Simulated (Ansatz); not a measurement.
Reactions of Br$_{3}$HSn (`[Br][SnH]([Br])[Br]`).

Isolated molecules relaxed with PBE0-D4/def2-TZVP in Ansatz; ΔE leaves out vibrations. CBS: MP2 limit from def2 TZ/QZ plus the TZ coupled-cluster correction, frozen cores. This one scheme is used for every species. DFT in def2-TZVPP. def2 core potentials past Kr. For Br, Ge, Na, Sn outer-core shells are correlated without core-valence functions, which leaves a few kJ/mol of doubt a bond. Scalar relativity is left out up to krypton. Each species was taken in one conformer, which may not be the lowest.

```json
{"reaction": "`[Br][SnH]([Br])[Br]` + `[SiH3]CCBr` → `[Br][Sn]([Br])([Br])[Br]` + `CC[SiH3]`", "ωB97X-V (kJ/mol)": "-139"}
{"reaction": "`[Br][SnH]([Br])[Br]` + `[OH][Na]` → `[OH][SnH]([Br])[Br]` + `[Na][Br]`", "ωB97X-V (kJ/mol)": "-106"}
{"reaction": "`[Br][SnH]([Br])[Br]` + `BN` → `[Br][SnH2][Br]` + `NBBr`", "ωB97X-V (kJ/mol)": "16"}
{"reaction": "`[Br][SnH]([Br])[Br]` + `[F][Ge][SH]` → `[F][SnH]([Br])[Br]` + `[SH][Ge][Br]`", "ωB97X-V (kJ/mol)": "32"}
```

**Question.** Give the CCSD(T)/CBS values in the same order. (Estimate.)

**Answer.** Computed: -145, -93, 22, 31 kJ/mol.

Largest T1 diagnostic: 0.015, for `[F][Ge][SH]`.
